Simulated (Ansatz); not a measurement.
Geometry optimisation, Ansatz, RHF/def2-SVP.

input.yaml

```yaml
crystal:
  periodic: [false, false, false]
  atoms:
    - { symbol: Ti, position_ang: [0.465072, 0.141469, -0.085522] }
    - { symbol: Cl, position_ang: [0.371786, 0.033216, 2.233381] }
    - { symbol: Cl, position_ang: [2.558597, 0.260814, -0.608935] }
    - { symbol: Cl, position_ang: [-0.46082, 1.907573, -0.914091] }
    - { symbol: Cl, position_ang: [-0.233539, -1.685774, -1.027978] }
    - { symbol: O, position_ang: [-2.474044, -0.157798, 0.885901] }
    - { symbol: Si, position_ang: [-3.756364, -0.974659, 0.215841] }
    - { symbol: H, position_ang: [-3.434944, -2.406717, 0.017162] }
    - { symbol: H, position_ang: [-4.961749, -0.876276, 1.071578] }
    - { symbol: H, position_ang: [-3.998283, -0.334305, -1.089476] }
    - { symbol: H, position_ang: [-2.135112, -0.340342, 1.775937] }
basis:
  gaussian: { orbitals: def2-SVP }
hamiltonian:
  xc: hf
relax:
  f_tol: 0.03
  max_steps: 50
```

Run as:

```bash
$ ansatz run input.yaml --threads 4 --pin off --max-ram 5120MiB --backend cpu --events-out ev --progress --plain --runs-dir out
```

Problem. Where does it end, and by what steps?

Solution. The forces met the threshold. After 11 steps the energy has fallen by 0.421 eV; H9 moved furthest, 0.67 Å. Joined: Ti1–O6 (3.11 → 2.23 Å).

```csv
step,energy less start (eV),largest force component (eV/Å),accepted
0,0.0000,1.471,yes
1,-0.1504,0.495,yes
2,-0.1986,0.544,yes
3,-0.3181,1.074,yes
4,-0.2814,2.016,no
5,-0.3968,0.476,yes
6,-0.4087,0.282,yes
7,-0.4161,0.133,yes
8,-0.4175,0.189,yes
9,-0.4184,0.141,yes
10,-0.4204,0.046,yes
11,-0.4207,0.009,yes
```

```xyz
11
Properties=species:S:1:pos:R:3
Ti -0.011 0.036 0.070
Cl 0.432 -0.021 2.265
Cl 2.051 0.397 -0.578
Cl -0.934 1.868 -0.732
Cl -0.363 -1.796 -1.139
O -2.048 -0.427 0.856
Si -3.499 -0.946 0.115
H -3.575 -2.413 0.180
H -4.592 -0.342 0.900
H -3.477 -0.451 -1.265
H -2.045 -0.340 1.802
```

Whether the end is a true minimum wasn't checked by a vibrational analysis.

Time of the run: 97 s on 4 threads of AMD EPYC 7571, on a shared host, peak memory 0.56 GiB.
